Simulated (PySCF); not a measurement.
SbF2Br, SMILES [Sb]([F])([Br])[F].

Geometry: B3LYP-D3(BJ)/def2-SVP. The def2 effective core potentials stand for the cores of Sb; spin–orbit coupling is left out.

The numbers are results of PySCF with IEF-PCM-ωB97X/def2-SVP, not measurements.

The values are the electrostatic part of the solvation free energy, E(continuum) − E(gas) at the gas-phase geometry, in a cavity of scaled van der Waals radii (PySCF's table); cavitation and dispersion terms are not included. A continuum can't describe solvent molecules that bind to the metal. In vacuum the orbital gap is 10.97 eV. The dipole moment in vacuum is 3.64 D.

**Question.** Estimate the values in water (ε = 78.36), benzene (ε = 2.27), diethylether (ε = 4.24). (An estimate is asked for; the answer gives what the named calculation found.)

**Answer.** 
```
solvent           ε  ΔG(elec) (kcal/mol)  dipole (D)  gap (eV)
------------  -----  -------------------  ----------  --------
water         78.36                 -7.9        4.69     11.17
benzene        2.27                 -3.4        4.08     11.06
diethylether   4.24                 -5.3        4.32     11.11
```
